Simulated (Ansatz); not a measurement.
Start from `OC(S)S` and change one atom or group to get `OC(S)[SiH2]F`.

Ansatz, PBE0-D4/def2-TZVP geometries, multiplicity 1. Each molecule was computed in one conformer, which needn't be the lowest.

```json
{"property": "HOMO–LUMO gap (B3LYP/def2-TZVPP) / eV", "`OC(S)S`": "6.20"}
{"property": "LUMO energy (B3LYP/def2-TZVPP) / eV", "`OC(S)S`": "-0.77"}
{"property": "HOMO energy (B3LYP/def2-TZVPP) / eV", "`OC(S)S`": "-6.97"}
{"property": "HOMO energy (PBE0/def2-TZVPP) / eV", "`OC(S)S`": "-7.20"}
{"property": "HOMO–LUMO gap (ωB97M-V/def2-TZVPP) / eV", "`OC(S)S`": "10.86"}
{"property": "HOMO–LUMO gap (PBE0/def2-TZVPP) / eV", "`OC(S)S`": "6.69"}
```

**Question.** What does the change do to each property? (An estimate is asked.)

**Answer.** Ansatz gave: 
```tsv
property	`OC(S)[SiH2]F`	shift
HOMO–LUMO gap (B3LYP/def2-TZVPP) / eV	6.85	0.65
LUMO energy (B3LYP/def2-TZVPP) / eV	-0.28	0.49
HOMO energy (B3LYP/def2-TZVPP) / eV	-7.13	-0.16
HOMO energy (PBE0/def2-TZVPP) / eV	-7.36	-0.16
HOMO–LUMO gap (ωB97M-V/def2-TZVPP) / eV	11.26	0.40
HOMO–LUMO gap (PBE0/def2-TZVPP) / eV	7.32	0.63
```

With PBE0 the HOMO falls by 0.16 eV and the LUMO rises by 0.48 eV, so the gap widens by about 0.64 eV. PBE moves the HOMO by -0.13 eV and ωB97M-V by -0.18 eV.

B3LYP here is the variant with VWN-RPA as its local correlation; programs differ in this.
